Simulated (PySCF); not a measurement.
## Bond length, frequency and bond energy of RhCl by level of theory

State: ³Δ (triplet), unpaired electrons σ ↑, δ ↑. Set-up: basis Rh def2-TZVPP with ECP28, Cl def2-TZVPP; scalar-relativistic core potentials; PySCF 2.14. De refers to Rh (4d8 5s1) + Cl in their high-spin ground configurations, without counterpoise correction. The functionals are run spin-unrestricted. A positive dipole means Rh(−)Cl(+).

| Level | Re (Å) | ωe (cm⁻¹) | De (eV) | μ (D) | CPU s a point (SCF and correlation, without the integrals) |
| --- | --- | --- | --- | --- | --- |
| UHF | 2.380 | 318 | n/a | -7.19 | 1.5 |
| UHF-MP2 | 2.235 | 371 | n/a | n/a | 3.1 |
| UHF-SCS-MP2 | 2.265 | 358 | n/a | n/a | n/a |
| UHF-CCSD | 2.277 | 356 | 3.22 | n/a | n/a |
| UHF-CCSD(T) | 2.265 | 361 | 3.35 | n/a | 310 |
| LDA | 2.187 | 398 | 4.37 | -3.80 | 2 |
| PBE | 2.241 | 363 | 3.66 | -4.15 | 2.1 |
| PW91 | 2.240 | 364 | 3.67 | -4.13 | 1.3 |
| BLYP | 2.275 | 345 | 3.40 | -4.15 | 1.9 |
| r²SCAN | 2.244 | 365 | 3.59 | -4.66 | 2.9 |
| B3LYP | 2.276 | 349 | 3.35 | -4.83 | 3.4 |
| PBE0 | 2.253 | 361 | 3.48 | -4.99 | 3.8 |
| ωB97M-V | 2.277 | 354 | 3.73 | -5.44 | 9.5 |

(1) Which functional lies closest to UHF-CCSD(T) in De, which farthest, and by how much do they differ from it?

(2) What does the step from GGA to meta-GGA do here, going from PBE to r²SCAN?

(3) What does the three-parameter hybrid form, with a fifth of exact exchange, do here, going from BLYP to B3LYP?

Correlated steps freeze 5 core orbitals. The metal atom is held in its measured ground configuration; semilocal functionals can put another filling of s and d lower by some tenths of an eV, and De to that atom would be smaller. These are scalar-relativistic numbers at best; spin–orbit coupling would shift them, the dissociation energy most. Counting both spins, an empty level lies below a filled one in some of these solutions, because spin and occupation are held. With d or f electrons several states lie close, and the lowest PBE0 determinant need not be the measured ground state.

The whole job (state search and all levels along the bond) took about 27 min on 2 threads of Arm Neoverse V2 (shared host), peak memory 4.5 GiB.

Answers

(1) Closest is B3LYP (+1.1 pm in Re, -3.3 % in ωe, +0.00 eV in De against UHF-CCSD(T) in the same basis), farthest LDA (-7.8 pm in Re, +10.2 % in ωe, +1.02 eV in De). CCSD(T) converges more slowly with the basis than the functionals do and binds too weakly in this one, so the order can change at the basis-set limit.

(2) r²SCAN less PBE: +0.3 pm in Re, +0.6 % in ωe, -0.07 eV in De. 

(3) B3LYP less BLYP: +0.1 pm in Re, +1.2 % in ωe, -0.05 eV in De. Exact exchange removes part of the self-interaction that spreads semilocal densities, and in most molecules shortens and stiffens the bond and lowers De; so it does here.
